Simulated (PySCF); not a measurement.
**Choosing a basis for TDDFT**

Compound: C₃H₅BN₂Si.
SMILES: `N#CB(C#N)C[SiH3]`

TDDFT with PBE0 (PySCF), vertical singlets, core orbitals frozen in the response, spherical d and f functions. Geometry: PBE0-D3(BJ)/def2-SVP, one conformer, isolated molecule.

```csv
basis,functions,diffuse,S1 (eV),S2 (eV),S3 (eV),S4 (eV),S5 (eV),LUMO (eV),α (au)
6-31G*,112,no,4.74,4.85,5.64,5.66,5.80,-3.41,71.1
def2-SVP,127,no,4.77,4.90,5.59,5.63,5.81,-3.54,73.8
6-31+G*,140,yes,4.74,4.87,5.57,5.58,5.80,-3.65,80.1
def2-SVPD,184,yes,4.74,4.89,5.49,5.54,5.74,-3.69,85.3
aug-cc-pVDZ,210,yes,4.73,4.86,5.50,5.53,5.75,-3.66,87.1
def2-TZVP,253,no,4.73,4.86,5.53,5.55,5.76,-3.65,82.8
```

How much do these states and the polarisability depend on the basis?

States are compared by their number. Against the largest diffuse basis here (aug-cc-pVDZ, itself not a converged limit), sets without diffuse functions differ by up to 0.05 eV in S1 and 0.06 eV in S5; the smaller diffuse sets differ by up to 0.02 and 0.06 eV. State by state, the largest deviation of a set without diffuse functions is S1 0.05, S2 0.04, S3 0.14, S4 0.13, S5 0.06 eV. The same number needn't mean the same state in each row. Against aug-cc-pVDZ the polarisability deviates by -18% in 6-31G*, -15% in def2-SVP, -8% in 6-31+G*, -2% in def2-SVPD, -5% in def2-TZVP. A single + in a Pople set puts diffuse functions on heavy atoms only.
